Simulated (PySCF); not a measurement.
Si(Br)(Me)(Et)(Vi), C5H11BrSi, SMILES C=C[Si](C)(Br)CC, GFN2-xTB optimised geometry.

```
18

C     -2.17    -0.74     2.45
C     -1.56    -1.18     1.36
Si    -0.88    -0.07     0.00
C     -1.62     1.67     0.00
Br    -1.50    -1.04    -1.94
C      1.03    -0.07     0.00
C      1.61     0.53     1.27
H     -2.55    -1.41     3.21
H     -2.33     0.31     2.64
H     -1.44    -2.25     1.23
H     -1.27     2.25    -0.85
H     -2.70     1.64    -0.05
H     -1.34     2.22     0.90
H      1.39    -1.10    -0.11
H      1.40     0.48    -0.87
H      2.70     0.49     1.25
H      1.27    -0.01     2.15
H      1.32     1.57     1.37
```

Density from PySCF with B3LYP/def2-SVP at that geometry.

Minimum of the electron density along straight lines between bonded atoms, close to the bond critical point (lines longer than 1.1 times the sum of covalent radii, or with two minima, are not listed):

```
bond     length / Å  ρ at the minimum / e bohr⁻³  ∇²ρ there / e bohr⁻⁵  position (fraction from the first atom)
-------  ----------  ---------------------------  --------------------  ---------------------------------------
C1–C2         1.324                        0.345                 -0.94                                     0.51
C2–Si3        1.884                        0.115                  0.34                                     0.62
Si3–C4        1.896                        0.113                  0.31                                     0.38
Si3–Br5       2.259                        0.079                  0.13                                     0.35
Si3–C6        1.904                        0.114                  0.29                                     0.38
C6–C7         1.524                        0.241                 -0.54                                     0.50
C1–H8         1.079                        0.284                 -1.09                                     0.64
C1–H9         1.078                        0.285                 -1.10                                     0.63
C2–H10        1.084                        0.278                 -1.03                                     0.63
C4–H11        1.087                        0.272                 -0.98                                     0.63
C4–H12        1.087                        0.273                 -0.99                                     0.63
C4–H13        1.086                        0.272                 -0.97                                     0.62
C6–H14        1.092                        0.272                 -0.97                                     0.62
C6–H15        1.092                        0.272                 -0.96                                     0.62
C7–H16        1.088                        0.277                 -1.01                                     0.62
C7–H17        1.088                        0.278                 -1.02                                     0.63
C7–H18        1.088                        0.277                 -1.01                                     0.62
```
